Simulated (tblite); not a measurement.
Record of a relaxation.

Compound: C₃H₈F₄Si₂.
Atom-mapped SMILES: `[CH3:1][C@H:2]([SiH2:3][F:4])[SiH2:5][C:6]([F:7])([F:8])[F:9]` (hydrogens: H10, H11, H12 on C1; H13 on C2; H14, H15 on Si3; H16, H17 on Si5)

Computed with GFN2-xTB (tblite), gas phase: L-BFGS steps from a force-field or distance-geometry start until the largest atomic force falls under 0.01 eV/Å. 6 of its 119 geometries are shown.

Step 0: E = -896.0725 eV, largest atomic force 2.957 eV/Å
```
atom  x, y, z in Å  |  force x, y, z in eV/Å
C1     -1.449   -1.477    0.007    0.052  -0.350  -0.395
C2     -0.588   -0.319    0.488    0.066  -0.646   1.525
Si3    -1.413    1.288    0.162   -0.987   2.703  -0.679
F4     -0.635    2.227   -1.005   -0.905  -1.142   1.241
Si5     1.026   -0.545   -0.384   -0.685  -2.014  -0.700
C6      2.302    0.722    0.004    2.189   1.585  -0.106
F7      3.527    0.208   -0.425   -1.022   0.797   0.524
F8      2.129    1.905   -0.700    0.490  -1.187   1.226
F9      2.455    0.984    1.344   -0.069   0.159  -1.364
H10    -2.392   -1.575    0.589    0.765  -0.106  -0.525
H11    -0.804   -2.376    0.056   -0.972   0.144   0.065
H12    -1.658   -1.274   -1.058   -0.277  -0.479   0.553
H13    -0.467   -0.420    1.596    0.065   0.057  -0.677
H14    -2.802    1.027   -0.293    0.507   0.157  -0.165
H15    -1.550    2.129    1.376    0.309  -0.145  -0.436
H16     1.555   -1.855    0.055    0.209   0.225  -0.013
H17     0.758   -0.636   -1.820    0.264   0.240  -0.074
```

Step 24: E = -896.7570 eV, largest atomic force 0.085 eV/Å
```
atom  x, y, z in Å  |  force x, y, z in eV/Å
C1     -1.542   -1.527    0.029   -0.009  -0.019  -0.018
C2     -0.614   -0.370    0.430   -0.006  -0.022   0.026
Si3    -1.482    1.322    0.189   -0.041   0.056  -0.009
F4     -0.716    2.122   -0.975   -0.013  -0.015  -0.012
Si5     1.052   -0.605   -0.453    0.028   0.005  -0.007
C6      2.371    0.758    0.000    0.001  -0.020  -0.006
F7      3.599    0.321   -0.360    0.011   0.006   0.013
F8      2.208    1.937   -0.621   -0.038  -0.016   0.022
F9      2.457    1.037    1.319   -0.069  -0.019  -0.002
H10    -2.451   -1.520    0.628    0.013   0.019  -0.013
H11    -1.056   -2.490    0.168    0.011   0.011   0.019
H12    -1.826   -1.448   -1.017   -0.007  -0.010  -0.020
H13    -0.432   -0.479    1.504    0.064   0.012   0.054
H14    -2.833    1.147   -0.328    0.022  -0.010  -0.007
H15    -1.430    2.164    1.373    0.062  -0.010  -0.015
H16     1.718   -1.830    0.013   -0.030   0.036  -0.048
H17     0.970   -0.526   -1.911    0.001  -0.004   0.021
```

Step 47: E = -896.7978 eV, largest atomic force 0.074 eV/Å
```
atom  x, y, z in Å  |  force x, y, z in eV/Å
C1     -1.542   -1.539    0.083    0.031   0.031  -0.007
C2     -0.556   -0.400    0.381   -0.003   0.019   0.003
Si3    -1.367    1.330    0.146    0.030  -0.058   0.006
F4     -0.772    2.006   -1.187   -0.020  -0.041  -0.005
Si5     1.059   -0.638   -0.591   -0.037   0.030   0.022
C6      2.250    0.749    0.078    0.046   0.023   0.024
F7      3.554    0.462   -0.108    0.030  -0.064  -0.023
F8      2.059    1.955   -0.485   -0.027   0.001  -0.006
F9      2.106    0.938    1.411   -0.014   0.010   0.028
H10    -2.459   -1.407    0.654    0.014  -0.059  -0.020
H11    -1.110   -2.504    0.343   -0.011   0.022   0.010
H12    -1.797   -1.568   -0.974   -0.020   0.036   0.014
H13    -0.291   -0.475    1.443   -0.042   0.005  -0.022
H14    -2.784    1.191   -0.149   -0.034   0.002   0.015
H15    -1.059    2.232    1.242    0.028   0.018  -0.020
H16     1.733   -1.897   -0.265    0.021   0.011   0.003
H17     0.969   -0.421   -2.031    0.007   0.015  -0.021
```

Step 71: E = -896.8446 eV, largest atomic force 0.123 eV/Å
```
atom  x, y, z in Å  |  force x, y, z in eV/Å
C1     -1.530   -1.554    0.037   -0.016   0.033   0.030
C2     -0.578   -0.408    0.397    0.021   0.044   0.011
Si3    -1.371    1.315    0.099   -0.036  -0.016  -0.018
F4     -1.230    1.575   -1.488   -0.056   0.007   0.057
Si5     1.052   -0.570   -0.560    0.027   0.044   0.003
C6      2.272    0.749    0.204    0.020  -0.056   0.030
F7      3.563    0.391    0.055    0.005   0.016  -0.034
F8      2.158    1.974   -0.349   -0.020  -0.062   0.038
F9      2.097    0.927    1.535   -0.037   0.018  -0.041
H10    -2.412   -1.536    0.672   -0.059   0.033   0.035
H11    -1.046   -2.520    0.173   -0.004   0.014  -0.071
H12    -1.860   -1.470   -0.995    0.048  -0.055  -0.025
H13    -0.346   -0.494    1.464   -0.027   0.033   0.025
H14    -2.814    1.303    0.323    0.120  -0.005   0.027
H15    -0.628    2.383    0.746   -0.060  -0.021  -0.020
H16     1.723   -1.855   -0.359    0.017   0.005   0.009
H17     0.946   -0.197   -1.966    0.058  -0.031  -0.056
```

Step 94: E = -896.8692 eV, largest atomic force 0.032 eV/Å
```
atom  x, y, z in Å  |  force x, y, z in eV/Å
C1     -1.520   -1.518   -0.010   -0.009  -0.004  -0.001
C2     -0.559   -0.382    0.361   -0.005  -0.006   0.001
Si3    -1.396    1.320    0.093   -0.009  -0.011  -0.029
F4     -1.645    1.427   -1.497    0.004  -0.014   0.017
Si5     1.088   -0.577   -0.559    0.007   0.007  -0.020
C6      2.292    0.721    0.254   -0.004   0.003  -0.008
F7      3.590    0.393    0.107    0.007   0.002  -0.005
F8      2.157    1.954   -0.278    0.010   0.013   0.014
F9      2.095    0.872    1.583   -0.001  -0.002  -0.008
H10    -2.407   -1.493    0.620   -0.013   0.000  -0.005
H11    -1.047   -2.491    0.111   -0.006   0.007   0.003
H12    -1.840   -1.427   -1.045    0.014  -0.009  -0.009
H13    -0.340   -0.468    1.432   -0.004   0.005   0.010
H14    -2.732    1.331    0.673    0.013   0.001   0.006
H15    -0.563    2.454    0.439    0.011   0.010   0.013
H16     1.731   -1.871   -0.315   -0.001   0.002   0.008
H17     1.090   -0.232   -1.979   -0.014  -0.004   0.014
```

Step 118: E = -896.8712 eV, largest atomic force 0.009 eV/Å
```
atom  x, y, z in Å  |  force x, y, z in eV/Å
C1     -1.521   -1.518   -0.023    0.000  -0.001   0.001
C2     -0.562   -0.386    0.367   -0.004  -0.004   0.000
Si3    -1.394    1.319    0.098   -0.003  -0.002   0.006
F4     -1.688    1.398   -1.485    0.005   0.001  -0.007
Si5     1.087   -0.575   -0.550   -0.001   0.002   0.001
C6      2.296    0.726    0.252    0.001   0.001  -0.003
F7      3.593    0.403    0.082    0.001  -0.002  -0.003
F8      2.153    1.966   -0.260   -0.004   0.003   0.000
F9      2.118    0.859    1.586    0.000  -0.001  -0.001
H10    -2.440   -1.466    0.558    0.002   0.004  -0.002
H11    -1.068   -2.493    0.148    0.002   0.003   0.000
H12    -1.783   -1.450   -1.076    0.001  -0.002   0.004
H13    -0.354   -0.475    1.439   -0.004  -0.004   0.000
H14    -2.711    1.352    0.719    0.001  -0.004   0.003
H15    -0.543    2.451    0.407    0.003   0.004  -0.001
H16     1.743   -1.862   -0.301   -0.006  -0.003   0.003
H17     1.067   -0.238   -1.971    0.006   0.003   0.000
```

Problem. Summarise the path.

Solution. The energy falls by 18.42 kcal/mol from step 0 to step 118; nine tenths of that is first reached at step 42. It rises by more than 0.2 meV at step 60. The largest force goes from 2.957 to 0.009 eV/Å. Among the bonds Si5–C6 changes most, from 1.840 to 1.948 Å; the atoms move by 0.626 Å rms after alignment.

What follows is the cost of the whole relaxation. Time: 1.0 s wall. Hardware: Arm Neoverse V1, one thread, shared host with 32 logical CPUs at a one-minute load of 46.
